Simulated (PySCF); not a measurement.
This script is equivalent to a calculation on Sr²⁺ (strontium, charge +2).

```python
from pyscf import gto, scf, dft, mp, cc
import basis_set_exchange as bse
txt = bse.get_basis("def2-SVP", elements=["Sr"], fmt="nwchem", header=False)
cut = txt.index("\nECP")
mol = gto.M(atom="Sr 0 0 0", charge=2, spin=0, symmetry="D2h",
            basis=gto.basis.parse(txt[:cut]),
            ecp={"Sr": gto.basis.parse_ecp(txt[cut:])})
mf = dft.UKS(mol, xc="PBE0")
mf.irrep_nelec = {'Ag': (1, 1), 'B1u': (1, 1), 'B2u': (1, 1), 'B3u': (1, 1)}
mf.kernel()
```

Task: What total energy does it give?

Result: -30.056 hartree (calculated).

Task: Which occupied shell lies highest, and where?

Result: 4p, at -38.645 eV.

Energies and moments cover only the electrons outside the core potential.
